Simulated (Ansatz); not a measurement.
A nudged elastic band was laid between two geometries of CH7NOS2Si (13 atoms, charge 0, multiplicity 1).

All numbers below come from RKS PBE0-D4/def2-SVP in Ansatz.

```yaml
movable_images: 6
climbing_image: no
spring: 5.0 eV/Å²
optimiser: quadratic models (default)
start_path: IDPP
force_threshold: 0.05 eV/Å
iteration_limit: 57
end_points: relaxed
```

Initial state:

```xyz
13
Properties=species:S:1:pos:R:3
C -0.388 -1.336 1.333
O -0.565 -0.638 0.131
Si 0.575 0.220 -0.711
N 0.471 0.098 -2.411
S 0.248 2.327 -0.386
S -0.244 2.314 1.649
H -0.629 -0.698 2.200
H 0.649 -1.696 1.459
H -1.057 -2.211 1.343
H 1.917 -0.255 -0.270
H 0.925 -0.657 -2.912
H -0.321 0.473 -2.919
H -1.559 2.023 1.509
```

Final state:

```xyz
13
Properties=species:S:1:pos:R:3
C -0.499 -1.158 1.457
O -0.686 -0.458 0.258
Si 0.481 0.043 -0.806
N 0.057 -0.070 -2.456
S 0.792 2.164 -0.565
S 0.681 2.314 1.520
H -1.354 -1.833 1.618
H -0.431 -0.465 2.313
H 0.423 -1.769 1.447
H 1.702 -0.775 -0.559
H 0.200 -0.926 -2.978
H -0.681 0.501 -2.851
H -0.667 2.397 1.618
```

(1) What changes between the two ends?

(2) What energy profile does the band end with?

(3) What is the geometry of the highest image?

The band took 4 iterations and about 4 core-minutes.

Results:

(1) No bond is made or broken. The dihedral H8–C1–O2–Si3 goes from -28 to 94°. The two ends are copies of one structure, up to a mirror image or an exchange of like atoms.

(2) The run converged. The highest image is number 3 of 0 to 7, 0.5 kcal/mol above the ends, which have the same energy within 2 meV. No image climbed, so the highest image needn't sit at the top of the path.

```csv
image,path coordinate (Å),energy (kcal/mol),dihedral H8–C1–O2–Si3 (°)
0,0.00,0.0,-28
1,0.52,0.1,-12
2,1.03,0.3,6
3,1.55,0.5,24
4,2.07,0.5,43
5,2.58,0.3,61
6,3.10,0.1,78
7,3.62,0.0,94
```

(3) 
```xyz
13
Properties=species:S:1:pos:R:3
C -0.465 -1.209 1.415
O -0.656 -0.506 0.219
Si 0.506 0.099 -0.796
N 0.143 -0.016 -2.460
S 0.650 2.230 -0.498
S 0.476 2.303 1.586
H -1.250 -0.926 2.134
H 0.509 -0.989 1.883
H -0.536 -2.298 1.248
H 1.782 -0.619 -0.522
H 0.367 -0.849 -2.990
H -0.631 0.497 -2.865
H -0.875 2.249 1.660
```

Run time: 110 s on 2 threads of Intel(R) Xeon(R) Platinum 8488C (Sapphire Rapids), with other jobs on the host, peak memory 0.37 GiB.
